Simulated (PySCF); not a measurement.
## Predicted spectroscopic data

[PySCF 2.14.0 with density-fitted response routines: GIAO PBE0/pcSseg-1 shieldings; coordinates at the GFN2-xTB level; non-relativistic Hamiltonian; one averaged value for each set of equivalent atoms; in vacuum; one conformer]

Chemical shifts δ = σref − σ; ¹H (σref 31.72) and ¹³C (σref 186.93) vs TMS, all at this level. Splittings of carbon signals by F and P are missing where no couplings were computed. Where no couplings were computed, multiplicities follow the n + 1 count of equivalent neighbours, and m marks all less simple cases (inequivalent or close neighbours, rings, F or P nearby). Shifts are as computed. Against solution values, carbons near 30 ppm lie about +3 ppm off and those near 130 ppm about +5 ppm. Of 1309 compounds with measured shifts, 239 miss one by over three times the rms of a fit or turn the order of signals round; such compounds aren't used in these exercises.

**1.** SMILES F[SiH2]CC(=C(C)C)C=O, C6H11FOSi. ¹H NMR (500 MHz, computed): δ 10.42 (s, 1H), 5.11 (m, 2H), 2.41 (s, 3H), 2.18 (s, 3H), 1.93 (m, 2H). ¹³C{¹H} NMR (computed): δ 191.8 (CH), 164.3 (C), 138.5 (C), 26.2 (CH3), 21.8 (CH3), 19.9 (CH2).

**2.** `CC(C)[SiH2]/C(F)=C/C=O`, C6H11FOSi. ¹H NMR (500 MHz, computed): δ 10.48 (m, 1H), 5.78 (m, 1H), 4.41 (m, 2H), 1.28 (m, 1H), 1.22 (m, 6H). ¹³C{¹H} NMR (computed): δ 194.2 (C), 189.6 (CH), 133.6 (CH), 20.7 (CH3), 16.5 (CH).

**3.** `C/C=C1\[SiH2][C@@H](OC)[C@H]1F`, C6H11FOSi. ¹H NMR (500 MHz, computed): δ 7.02 (m, 1H), 5.42 (m, 1H), 4.69 (m, 1H), 4.66 (m, 1H), 3.81 (m, 1H), 3.75 (s, 3H), 1.97 (d, 3H). ¹³C{¹H} NMR (computed): δ 150.9, 147.7, 97.7, 77.2, 64.8, 24.5.
